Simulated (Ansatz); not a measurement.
Reaction (SMILES): [BH]F (BH-F) → B atom + F atom + H atom
B3LYP-D3(BJ)/def2-TZVP geometries, fixed; electronic energies without zero-point terms.

Core correlation in the atomisation energy at CCSD(T) with Ansatz (a program for electronic structure), in kcal/mol: frozen core against all electrons. Core-valence sets carry the plain set on hydrogen. Open shells are unrestricted.

| basis | functions, most | frozen core | all electrons | core term (second minus first) |
|---|---|---|---|---|
| cc-pVDZ | 33 | 211.77 | 212.35 | 0.58 |
| cc-pCVDZ | 41 | 211.99 | 212.48 | 0.49 |
| cc-pVTZ | 74 | 227.49 | 231.03 | 3.54 |
| cc-pCVTZ | 100 | 227.67 | 228.46 | 0.79 |
| cc-pwCVTZ | 100 | 228.08 | 229.08 | 1.00 |
| cc-pVQZ | 140 | 230.75 | 233.20 | 2.45 |
| cc-pCVQZ | 198 | 230.75 | 231.81 | 1.06 |
| cc-pwCVQZ | 198 | 230.81 | 231.93 | 1.11 |

The largest core-valence set, cc-pwCVQZ, gives a core term of 1.11 kcal/mol; the valence set cc-pVQZ, which lacks functions for the core, gives 2.45.
